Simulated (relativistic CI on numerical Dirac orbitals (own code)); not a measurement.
Calculated levels, Fe8+

These numbers are calculated, not measured: Dirac-Coulomb-Breit CI, KLI orbitals optimised for each configuration, QED by a radiative potential, unscaled Slater integrals (own radial code, finite nucleus).

Configuration list (outside the closed core [Ne]): 3s2.3p6, 3s2.3p5.3d, 3s.3p6.3d, 3s2.3p5.4s, 3s2.3p5.4p, 3s2.3p5.4d, 3s.3p6.4s, 3s2.3p5.4f, 3s.3p6.4p, 3p6.3d2, 3p5.3d3, 3p5.3d2.4s, 3p5.3d2.4p, 3p5.3d2.4d. Double excitations out of closed p, d and f shells are left out; levels of such configurations are missing from the list, as are those of other unlisted configurations, and high levels can miss mixing partners. These lack a partner that the ground configuration has and come out too high: 3s2.3p5.4f.

```
No.  Configuration  Term  J   E (eV)    %  Next component (%)      jj configuration (%)
  1        3s2.3p6    1S  0    0.000  100                                  closed (100)
  2     3s2.3p5.3d   3P°  0   49.642  100                           3p3/2^3 3d3/2 (100)
  3     3s2.3p5.3d   3P°  1   49.963   99               1 3D°        3p3/2^3 3d3/2 (60)
  4     3s2.3p5.3d   3P°  2   50.635   98               1 3D°        3p3/2^3 3d5/2 (53)
  5     3s2.3p5.3d   3F°  4   52.153  100                           3p3/2^3 3d5/2 (100)
  6     3s2.3p5.3d   3F°  3   52.618   95               3 1F°        3p3/2^3 3d3/2 (73)
  7     3s2.3p5.3d   3F°  2   53.195   95               3 1D°  3p1/2 3p3/2^4 3d3/2 (55)
  8     3s2.3p5.3d   3D°  3   56.344   69              30 1F°        3p3/2^3 3d5/2 (97)
  9     3s2.3p5.3d   1D°  2   56.624   55              39 3D°        3p3/2^3 3d3/2 (47)
 10     3s2.3p5.3d   3D°  1   56.981   99               1 3P°  3p1/2 3p3/2^4 3d3/2 (51)
 11     3s2.3p5.3d   3D°  2   57.296   57              41 1D°  3p1/2 3p3/2^4 3d5/2 (62)
 12     3s2.3p5.3d   1F°  3   57.607   67              29 3D°  3p1/2 3p3/2^4 3d5/2 (75)
 13     3s2.3p5.3d   1P°  1   75.488  100                            3p3/2^3 3d5/2 (57)
 14      3s.3p6.3d    3D  1   97.179  100                                3s 3d3/2 (100)
 15      3s.3p6.3d    3D  2   97.271  100                                 3s 3d3/2 (62)
 16      3s.3p6.3d    3D  3   97.419  100                                3s 3d5/2 (100)
 17      3s.3p6.3d    1D  2  103.145  100                                 3s 3d5/2 (62)
 18     3s2.3p5.4s   3P°  2  116.911   99                               3p3/2^3 4s (99)
 19     3s2.3p5.4s   3P°  1  117.584   68              31 1P°           3p3/2^3 4s (87)
 20     3s2.3p5.4s   3P°  0  118.844   99                         3p1/2 3p3/2^4 4s (99)
 21     3s2.3p5.4s   1P°  1  119.565   69              31 3P°     3p1/2 3p3/2^4 4s (87)
 22     3s2.3p5.4p    3S  1  126.924   93                4 3P        3p3/2^3 4p1/2 (43)
 23     3s2.3p5.4p    3D  2  129.165   67               27 1D        3p3/2^3 4p1/2 (96)
 24     3s2.3p5.4p    3D  3  129.285  100                           3p3/2^3 4p3/2 (100)
 25     3s2.3p5.4p    3D  1  129.867   53               27 1P        3p3/2^3 4p1/2 (44)
 26     3s2.3p5.4p    3P  2  130.370   61               37 1D        3p3/2^3 4p3/2 (97)
 27     3s2.3p5.4p    3D  1  131.187   45               45 1P  3p1/2 3p3/2^4 4p1/2 (79)
 28     3s2.3p5.4p    3P  0  131.405   98                2 1S  3p1/2 3p3/2^4 4p1/2 (52)
 29     3s2.3p5.4p    1D  2  131.813   36               33 3P  3p1/2 3p3/2^4 4p3/2 (95)
 30     3s2.3p5.4p    3P  1  131.947   67               27 1P  3p1/2 3p3/2^4 4p3/2 (81)
 31     3s2.3p5.4p    1S  0  136.264   98                2 3P        3p3/2^3 4p3/2 (52)
 32     3s2.3p5.4d   3P°  0  146.515   98     2 3s.3p6.4p 3P°        3p3/2^3 4d3/2 (98)
 33     3s2.3p5.4d   3P°  1  146.707   94               2 3D°        3p3/2^3 4d3/2 (59)
 34     3s2.3p5.4d   3P°  2  147.164   85               8 3D°        3p3/2^3 4d5/2 (68)
 35     3s2.3p5.4d   3F°  4  147.586  100                           3p3/2^3 4d5/2 (100)
 36     3s2.3p5.4d   3F°  3  147.724   62              36 1F°        3p3/2^3 4d3/2 (98)
 37     3s2.3p5.4d   3F°  2  148.270   52              29 1D°        3p3/2^3 4d3/2 (75)
 38     3s2.3p5.4d   1P°  1  148.437   69              30 3D°        3p3/2^3 4d5/2 (65)
 39     3s2.3p5.4d   3D°  3  148.443   53              35 1F°        3p3/2^3 4d5/2 (94)
 40     3s2.3p5.4d   3F°  2  149.885   48              34 1D°  3p1/2 3p3/2^4 4d3/2 (88)
 41     3s2.3p5.4d   3D°  3  150.047   45              28 1F°  3p1/2 3p3/2^4 4d5/2 (93)
 42     3s2.3p5.4d   3D°  2  150.068   55              32 1D°  3p1/2 3p3/2^4 4d5/2 (81)
 43     3s2.3p5.4d   3D°  1  150.299   67              28 1P°  3p1/2 3p3/2^4 4d3/2 (94)
 44     3s2.3p5.4f    3D  1  160.818  100                           3p3/2^3 4f5/2 (100)
 45     3s2.3p5.4f    3D  2  161.030   93                5 3F        3p3/2^3 4f5/2 (51)
 46     3s2.3p5.4f    3G  5  161.038  100                           3p3/2^3 4f7/2 (100)
 47     3s2.3p5.4f    3G  4  161.270   69               30 1G        3p3/2^3 4f5/2 (98)
 48     3s2.3p5.4f    3D  3  161.391   78               13 3F        3p3/2^3 4f7/2 (81)
 49     3s2.3p5.4f    3G  3  161.812   60               23 1F        3p3/2^3 4f5/2 (81)
 50     3s2.3p5.4f    3F  4  162.008   47               43 1G        3p3/2^3 4f7/2 (94)
 51     3s2.3p5.4f    1D  2  162.509   50               50 3F        3p3/2^3 4f7/2 (52)
 52      3s.3p6.4s    3S  1  162.880   98     2 3s2.3p5.4p 3S                3s 4s (98)
 53     3s2.3p5.4f    3G  3  163.539   40               34 1F  3p1/2 3p3/2^4 4f5/2 (86)
 54     3s2.3p5.4f    3F  4  163.662   51               27 1G  3p1/2 3p3/2^4 4f7/2 (92)
 55     3s2.3p5.4f    3F  3  163.739   45               33 1F  3p1/2 3p3/2^4 4f7/2 (86)
 56     3s2.3p5.4f    1D  2  164.221   47               46 3F  3p1/2 3p3/2^4 4f5/2 (94)
 57      3s.3p6.4s    1S  0  164.750  100                                   3s 4s (100)
 58      3s.3p6.4p   3P°  0  174.646   98    2 3s2.3p5.4d 3P°             3s 4p1/2 (98)
 59      3s.3p6.4p   3P°  1  174.754   93               5 1P°             3s 4p1/2 (85)
 60      3s.3p6.4p   3P°  2  175.132   98    2 3s2.3p5.4d 3P°             3s 4p3/2 (98)
 61      3s.3p6.4p   1P°  1  175.737   94               5 3P°             3s 4p3/2 (85)
 62        3p6.3d2    3F  2  198.005  100                                  3d3/2^2 (71)
 63        3p6.3d2    3F  3  198.158  100                             3d3/2 3d5/2 (100)
 64        3p6.3d2    3F  4  198.346  100                                  3d5/2^2 (78)
 65        3p6.3d2    1D  2  201.134   83               17 3P          3d3/2 3d5/2 (58)
 66        3p6.3d2    3P  0  201.311  100                                  3d3/2^2 (63)
 67        3p6.3d2    3P  1  201.368  100                             3d3/2 3d5/2 (100)
 68        3p6.3d2    3P  2  201.517   83               17 1D              3d5/2^2 (81)
 69        3p6.3d2    1G  4  202.429  100                              3d3/2 3d5/2 (78)
 70        3p6.3d2    1S  0  208.928  100                                  3d5/2^2 (63)
```

Energies count from the lowest computed level; ° marks odd parity. Filled j subshells are mostly left out of the jj labels.

The mean weight of the leading LS term, summed over parents, in these 70 levels is 81 %, and that of the leading jj configuration (from the same eigenvectors) 81 %.

At this charge configurations can still be misplaced by up to about 7 % of their energy.

LS names give the leading component of a level, which can be under half, so a name can repeat, a term be missing and a line seem to break the LS rules.
